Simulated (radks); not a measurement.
The mean radii <r> (bohr) of the occupied orbitals of an atom or ion are listed with their occupations. Method: scalar-relativistic Kohn-Sham, BLYP, spin-unpolarised, spherical densities, point nucleus; computed with a radial shooting solver on a logarithmic mesh with Libxc functionals.

orbital  occ.      <r>
1s          2  0.04860
2s          2   0.2179
2p          6   0.1907
3s          2   0.6519
3p          6   0.6792
3d         10   0.8114
4s          2    2.336
4p          1    3.446

Name the element and its charge.

Answer. Z = 31, gallium, charge 0: Ga in [Ar] 3d10 4s2 4p1. The 1s radius gives Z: for a bare nucleus <r> = (2 gamma + 1)/(2Z) with gamma = sqrt(1 - (Z/c)^2), 0.04755 bohr for Z = 31, and screening makes it slightly larger (0.04860 here). The occupations add up to 31, and the charge is Z minus that.
